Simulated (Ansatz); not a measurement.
CH7GeNSi (`[NH2][GeH]1[CH2][SiH2]1`), relaxed with RKS PBE0-D4/def2-TZVP in Ansatz from a PBE-D4/def2-SVP geometry. The force threshold is 0.005 eV/Å; the program also tests the step.

Charge 0, multiplicity 1.

Start:

```xyz
11

N     0.554    2.007   -0.109
Ge   -0.643    0.600    0.120
C    -0.005   -1.023   -0.881
Si    0.238   -1.366    0.985
H     0.514    2.673    0.672
H     0.359    2.537   -0.968
H    -2.166    0.890   -0.013
H     0.911   -0.868   -1.481
H    -0.761   -1.621   -1.421
H    -0.649   -2.406    1.605
H     1.649   -1.422    1.492
```

```tsv
step	energy (eV)	largest force (eV/Å)	largest move (Å)
1	-67024.0967	0.646	0.000
2	-67024.1361	0.273	0.044
3	-67024.1416	0.065	0.017
4	-67024.1427	0.043	0.029
5	-67024.1432	0.051	0.031
6	-67024.1433	0.015	0.009
7	-67024.1433	0.010	0.006
8	-67024.1433	0.004	0.003
```

End:

```xyz
11

N     0.515    2.006   -0.140
Ge   -0.635    0.590    0.105
C     0.001   -1.031   -0.871
Si    0.233   -1.349    0.974
H     0.610    2.591    0.678
H     0.276    2.593   -0.929
H    -2.141    0.875   -0.038
H     0.905   -0.875   -1.456
H    -0.738   -1.623   -1.405
H    -0.650   -2.366    1.594
H     1.622   -1.410    1.488
```

Run time 16 s (4 threads of an Intel Xeon 6975P-C on a shared host); peak host memory 0.56 GiB.
